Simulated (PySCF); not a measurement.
CH5AlOSe, SMILES [SeH][AlH][O]C. Coordinates come from a PBE0-D3(BJ)/def2-SVP optimisation. One conformer was computed; it need not be the lowest.

Computed equilibrium geometry at PBE0-D3(BJ)/def2-SVP (PySCF confirms it by a frequency run) as Cartesian coordinates in Å, and its point group (one conformer of several):
point group Cs.
```xyz
9

Al     1.0499    -0.5325     0.0000
H      2.6225    -0.4606     0.0000
O      0.3117    -2.0529     0.0000
C     -0.9381    -2.6556     0.0000
H     -1.7693    -1.9251     0.0000
H     -1.0595    -3.2981     0.8898
H     -1.0595    -3.2981    -0.8898
Se    -0.2980     1.3539     0.0000
H      0.8857     2.2285     0.0000
```
Charge 0, spin multiplicity 1.
